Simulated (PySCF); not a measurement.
## Structure from 2D NMR

Compound of formula C6H10O2. Correlations simulated from computed shifts and the bond graph:

HSQC (one-bond C–H):
```tsv
δH	δC
5.02	54.0
2.08	23.1
1.21	14.4
0.92	15.3
0.79	13.1
0.38	13.1
```

COSY cross peaks (H two or three bonds apart, from the bond graph; peaks can be absent where the dihedral angle is near 90°):
```tsv
δH	δH
5.02	0.92
5.02	0.79
5.02	0.38
1.21	0.92
0.92	0.79
0.92	0.38
0.79	0.38
```

HMBC (two and three bonds, from the bond graph):
```tsv
δH	δC
5.02	175.7, 15.3, 14.4, 13.1
2.08	175.7
1.21	54.0, 15.3, 13.1
0.92	54.0, 14.4, 13.1
0.79	54.0, 15.3, 14.4
0.38	54.0, 15.3, 14.4
```

Carbons without hydrogens: δ 175.7.

Calculated, not measured (PySCF 2.14): σ from GIAO-PBE0/pcSseg-1, structure optimised with GFN2-xTB. Fast rotation and ring inversion assumed for equivalent nuclei, isolated molecule, one computed conformer, no relativistic terms.

Shifts are taken against calculated references (same method and geometry level): 1H (σ = 31.72 ppm), 13C (σ = 186.93 ppm) vs TMS.

Exchangeable hydrogens are left out of these lists.

Which molecule is this?

## Answers

`CC(=O)O[C@@H]1C[C@@H]1C`.

Numbering as in the mapped SMILES `[CH3:1][C:2](=[O:3])[O:4][C@@H:5]1[CH2:6][C@@H:7]1[CH3:8]`; H(Xn) means a hydrogen on atom n. Ha(C6) is cis to O4 on the ring; Hb(C6) is trans to O4 on the ring.

- δC 175.7 is C2, an ester carbonyl carbon.
- δC 54.0 is C5, a three-membered-ring carbon (δH 5.02).
- δC 23.1 is C1, a methyl carbon α to a carbonyl (δH 2.08).
- δC 15.3 is C7, a three-membered-ring carbon (δH 0.92).
- δC 14.4 is C8, a methyl carbon (δH 1.21).
- δC 13.1 is C6, a three-membered-ring carbon (δH 0.38, 0.79).
- HMBC from δH 5.02 reaches the proton-free carbon C2.
- HMBC from δH 2.08 reaches the proton-free carbon C2.
- COSY links 5.02–0.92, 5.02–0.79, 5.02–0.38, 1.21–0.92, 0.92–0.79, 0.92–0.38.

This is the structure that produced the data.

Shifts are as computed. Against solution values, carbons near 30 ppm lie about +3 ppm off and those near 130 ppm about +5 ppm. Of 1211 compounds with measured shifts, 218 miss one by over three times the rms of a fit or turn the order of signals round; such compounds aren't used in these exercises.
